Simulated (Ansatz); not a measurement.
Frontier orbitals of AlFGaH7Si2 (`[F][Al]([GaH2])[SiH2][SiH3]`).

Cartesian coordinates in Å:
```
F 3.4391 0.0927 -0.8915
Al 1.8794 0.1457 -0.3414
Ga 0.5322 2.1127 0.4534
Si 0.4056 -1.8224 -0.2356
Si -1.5128 -0.4819 -0.0749
H 0.4446 2.4826 1.9824
H -0.2267 3.0460 -0.5640
H 0.5196 -2.5716 1.0504
H 0.2555 -2.7968 -1.3514
H -1.9557 0.0179 -1.4030
H -1.0999 0.7711 0.6891
H -2.6808 -0.9960 0.6865
```

Charge 0, multiplicity 1. Correlated methods include outer-core shells of Ga, which these sets cover unevenly. Scalar relativity is left out up to krypton. The geometry is a stationary point of PBE0-D4/def2-TZVP. It is one conformer, not always the lowest. Basis def2-TZVPP, Ansatz 0.2.0.

Question: Compute the vertical ionisation energy as the energy of the cation minus that of the neutral molecule, at each level. (An estimate is asked.)

Answer: The calculation gave: 
```
               level  IE (eV)  difference from CCSD(T)/def2-TZVPP
   PBE-D4/def2-TZVPP     8.24                               -0.32
r2SCAN-D4/def2-TZVPP     8.32                               -0.24
  PBE0-D4/def2-TZVPP     8.42                               -0.15
 B3LYP-D4/def2-TZVPP     8.45                               -0.12
  ωB97X-V/def2-TZVPP     8.56                                0.00
  ωB97M-V/def2-TZVPP     8.52                               -0.04
   B2PLYP/def2-TZVPP     8.42                               -0.14
       HF/def2-TZVPP     7.83                               -0.73
      MP2/def2-TZVPP     8.57                                0.01
     CCSD/def2-TZVPP     8.55                               -0.01
  CCSD(T)/def2-TZVPP     8.56                                0.00
       HF/def2-QZVPP     7.81                               -0.75
      MP2/def2-QZVPP     8.64                                0.08
```

B3LYP here is the variant with VWN-RPA as its local correlation; programs differ in this.
